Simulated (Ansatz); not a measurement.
Cu(NH3)(NH2) (CuN₂H₅). Charge 0, multiplicity 1. Geometry r2SCAN-D4/def2-TZVP, basis def2-TZVP, Ansatz.

Cartesian coordinates in Å:
```
Cu -0.216 0.108 0.224
N 1.183 -0.242 -1.057
H 1.132 -1.190 -1.421
H 2.104 -0.124 -0.640
H 1.124 0.394 -1.849
N -1.462 0.590 1.448
H -1.464 -0.055 2.237
H -2.401 0.519 1.057
```

```
run  HOMO (eV)  LUMO (eV)
  A      -6.28       0.28
  B      -4.70      -0.78
  C      -4.47      -0.79
  D      -3.88      -1.09
  E      -4.29      -0.37
  F      -3.79      -0.61
```

B3LYP takes the VWN-RPA correlation. HSE06 is defined as in plane-wave codes, on full-range PBE exchange.

Q: The runs used B3LYP, B97M-V, CAM-B3LYP, HSE06, r2SCAN, r2SCANh. Estimate which is which.

A: A CAM-B3LYP (range-separated); B B3LYP (20 % exact exchange); C HSE06 (range-separated); D B97M-V (0 % exact exchange); E r2SCANh (10 % exact exchange); F r2SCAN (0 % exact exchange). Exact exchange lowers occupied and raises empty levels; among semilocal functionals meta-GGAs tend to open the gap a little, and such runs are hard to tell apart. The gap grows from 2.79 eV (B97M-V) to 6.56 eV (CAM-B3LYP).
